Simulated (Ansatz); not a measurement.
`O=C[SiH](Cl)O[SiH3]` + HCl → `[SiH3]O[SiH](Cl)Cl` + `C=O` at 400 K and 1 bar (ligand exchange at the Si–C bond).

Calculated with Ansatz (gas phase, PBE0-D4/def2-TZVP geometries, no zero-point term in ΔE). CBS: MP2 limit from def2 TZ/QZ plus the TZ coupled-cluster correction, frozen cores. This one scheme is used for every species. Each species was taken in one conformer, which may not be the lowest.

| species | CCSD(T)/CBS energy (Eh) | H − E (kJ/mol) | S (J/(mol·K)) |
| --- | --- | --- | --- |
| `O=C[SiH](Cl)O[SiH3]` | -1229.45756 | 197.0 | 440.5 |
| HCl | -460.38127 | 29.6 | 195.4 |
| `[SiH3]O[SiH](Cl)Cl` | -1575.48976 | 148.0 | 431.4 |
| `C=O` | -114.39408 | 83.9 | 229.4 |

H − E and S are ideal-gas, rigid-rotor, harmonic terms from PBE0-D4/def2-TZVP, for one conformer and one mirror image of each species. 1 Eh = 2625.50 kJ/mol, R = 8.31446 J/(mol·K).

**Question.** By hand: ΔE, ΔH, ΔS and ΔG.

**Answer.** ΔE = (-1575.48976) + (-114.39408) − (-1229.45756) − (-460.38127) = -0.04501 Eh = -118.2 kJ/mol. Δ(H − E) = 148.0 + 83.9 − 197.0 − 29.6 = 5.3, so ΔH = -112.9 kJ/mol. ΔS = 431.4 + 229.4 − 440.5 − 195.4 = 24.9 J/(mol·K). ΔG = -112.9 − 400 × (24.9)/1000 = -122.9 kJ/mol.

**Question.** By hand: the equilibrium constant, and the temperature at which ΔG would vanish if ΔH and ΔS stayed fixed.

**Answer.** log₁₀ K = −ΔG/(RT ln 10) = 16.0. ΔH and −TΔS have one sign here, so there is no such temperature.

ΔH outweighs TΔS. A doubt of 5 kJ/mol in ΔE shifts log₁₀ K by 0.7 here. Other conformers and mirror images would add mixing entropy, several J/(mol·K) or more a flexible species. Modes under 60 cm⁻¹, often nearly free rotors, make the harmonic entropy too high. These are equilibria of isolated gas molecules and say nothing of rates. Largest T1 diagnostic: 0.015 (customary marks: 0.02 for closed shells, 0.045 for open ones).
